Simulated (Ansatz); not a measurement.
Ag7Sn⁻. Total charge -1; singlet. Geometry r2SCAN-D4/def2-SVPD.

```xyz
8

Ag    2.096    0.894    0.122
Ag   -0.534   -2.115   -2.174
Ag    0.080   -0.943    0.262
Ag    0.110    2.859    0.527
Ag   -1.799    0.856    1.098
Ag   -2.521   -1.322   -0.546
Ag    1.967   -1.245   -1.712
Sn    0.602    1.017    2.423
```

In the def2 sets Ag, Sn take a core potential; there is no spin–orbit coupling. No other spin state of charge -1 was run. Another isomer (singlet) lies 0.17 eV lower at PBE0-D4/def2-TZVPD; other spin states weren't run for this one.

**Question.** Estimate the orbital energies around the gap (eV) in Ansatz with HF/def2-TZVPD, PBE-D4/def2-TZVPD, r2SCAN-D4/def2-TZVPD, PBE0-D4/def2-TZVPD, r2SCAN0-D4/def2-TZVPD.

**Answer.** 
```csv
orbital,HF/def2-TZVPD,PBE-D4/def2-TZVPD,r2SCAN-D4/def2-TZVPD,PBE0-D4/def2-TZVPD,r2SCAN0-D4/def2-TZVPD
HOMO−9,-9.75,-3.44,-3.70,-5.12,-5.35
HOMO−8,-9.52,-3.31,-3.57,-5.04,-5.27
HOMO−7,-9.52,-3.20,-3.43,-4.85,-5.07
HOMO−6,-9.29,-3.18,-3.42,-4.77,-4.99
HOMO−5,-9.20,-3.18,-3.35,-4.71,-4.93
HOMO−4,-5.51,-3.09,-3.27,-4.05,-4.15
HOMO−3,-3.67,-2.12,-2.20,-2.74,-2.82
HOMO−2,-3.10,-1.93,-1.98,-2.43,-2.50
HOMO−1,-2.08,-1.13,-1.16,-1.53,-1.60
HOMO,-1.58,-0.71,-0.75,-1.07,-1.14
LUMO,2.74,0.03,0.13,0.64,0.67
LUMO+1,3.52,0.80,0.96,1.47,1.54
LUMO+2,3.67,0.99,1.12,1.61,1.66
LUMO+3,3.78,1.07,1.18,1.69,1.73
LUMO+4,3.81,1.31,1.45,1.88,1.93
LUMO+5,4.15,1.61,1.79,2.21,2.25
```
